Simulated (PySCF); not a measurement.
Molecule: `C[SiH2]N([SiH3])[B@H-]([NH3+])Cl`, CH12BClN2Si2.

Bonds (- single, = double, # triple, : aromatic): C1-Si2, Si2-N3, N3-Si4, N3-B5, B5-N6, B5-Cl7. C1 carries H8, H9, H10; Si2 carries H11, H12; Si4 carries H13, H14, H15; B5 carries H16; N6 carries H17, H18, H19. Formal charges: B5 -1, N6 +1. Stereochemistry as in C[SiH2]N([SiH3])[B@H-]([NH3+])Cl. H12 is pro-R; H11 is pro-S.

Frames of a GFN2-xTB Langevin trajectory at 200 K; GIAO PBE0/pcSseg-1 shieldings in PySCF, gas phase, non-relativistic; equivalent atoms averaged within each frame.

Referencing at the same level of theory: TMS for 13C (186.93 ppm), 29Si (349.16 ppm), 1H (31.72 ppm); 15N (267.73 ppm) vs NH3; 11B (100.07 ppm) against BF3·OEt2; 35Cl (949.78 ppm) vs HCl. The references are static minima.

Q: How do the shifts (ppm) fluctuate along the trajectory?

A: 
```
         time (fs)    C1    Si2    Si4    N6    N3    B5  Cl7  H13/H14/H15   H11   H12
optimised geometry  -1.7  -31.5  -69.8  65.8  23.2  -4.9   41         4.67  4.81  4.99
               250  -0.7  -30.0  -68.9  74.7  22.3  -4.3   32         4.98  4.93  4.55
               425   1.7  -22.9  -63.7  63.6  37.2  -1.6   46         4.70  5.27  5.10
               625  -3.5  -24.6  -67.8  70.9  28.3   2.7   64         4.08  4.21  4.93
               800  -6.8  -28.7  -71.4  64.0  26.6  -3.1   46         4.91  4.53  4.94
              1000  -1.4  -18.9  -64.4  73.5  32.7   0.8   73         4.99  5.36  5.42
    mean of frames  -2.1  -25.0  -67.2  69.3  29.4  -1.1   52         4.73  4.86  4.99
standard deviation   3.2    4.5    3.2   5.3   5.7   2.9   16         0.38  0.49  0.32
```

5 frames give an uncertainty of the mean of about the standard deviation over 2.2 at best, since frames this close in time may not be independent; classical motion lacks zero-point vibration, and the reference would need the same averaging.
